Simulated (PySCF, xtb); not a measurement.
In(Cl)2(SeH) (Cl2HInSe), SMILES [In]([SeH])([Cl])[Cl]. The values are those of a single conformer.

Harmonic wavenumbers (cm⁻¹) from GFN2-xTB (xtb) at its own minimum, in rising order: 63, 71, 83, 165, 202, 296, 316, 534, 2019.

**Question.** What does PBE-D3(BJ)/def2-SVP (PySCF) give at its own minimum? (An estimate is asked for; the answer gives what the named calculation found.)

**Answer.** 61, 83, 88, 206, 228, 351, 373, 596, 2355. Paired by order, the mean absolute difference is 66 cm⁻¹ and the zero-point energies are 5.4 and 6.2 kcal/mol.
